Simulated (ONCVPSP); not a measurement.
## u(r) = r·R(r): atom against pseudo-atom (Si)

Columns: radius, all-electron u(r) and pseudo u(r) of the 2p shell (level -97.20 eV) of silicon in the configuration [He] 2s2 2p6 3s1 3p3; PBE, scalar-relativistic, ONCV scheme, ONCVPSP 4.0.1.

```
r (bohr)  all-electron  pseudo
   0.057        0.1925  0.0863
   0.115        0.5367  0.3236
   0.172        0.8473  0.6390
   0.230        1.0813  0.9605
   0.288        1.2273  1.2122
   0.345        1.2969  1.3559
   0.402        1.3094  1.3967
   0.460        1.2800  1.3582
   0.518        1.2217  1.2731
   0.575        1.1470  1.1726
   0.632        1.0627  1.0717
   0.690        0.9727  0.9744
   0.747        0.8842  0.8842
   0.805        0.7968  0.7967
   0.862        0.7152  0.7150
   0.920        0.6376  0.6375
   0.977        0.5672  0.5671
   1.035        0.5017  0.5017
   1.092        0.4434  0.4434
   1.150        0.3900  0.3899
   1.208        0.3422  0.3421
   1.265        0.3004  0.3003
   1.322        0.2633  0.2633
   1.380        0.2300  0.2300
   1.438        0.2007  0.2006
   1.495        0.1753  0.1753
```

Task: How many radial nodes do the two functions have?

Result: The all-electron 2p function has n − l − 1 = 0; the pseudo-wave has 0.

Task: At about which radius was the pseudo-wave matched?

Result: 0.80 bohr, where the columns begin to agree (steps of 0.06 bohr).

Task: Where does each function peak?

Result: Outermost all-electron maximum near 0.40 bohr, pseudo maximum near 0.40 bohr (to the table’s step).

Task: Is the pseudo-wave norm-conserving?

Result: Yes: the ONCV scheme keeps the norm inside the radius equal to the all-electron one, which fixes the energy derivative of the logarithmic derivative at the level.
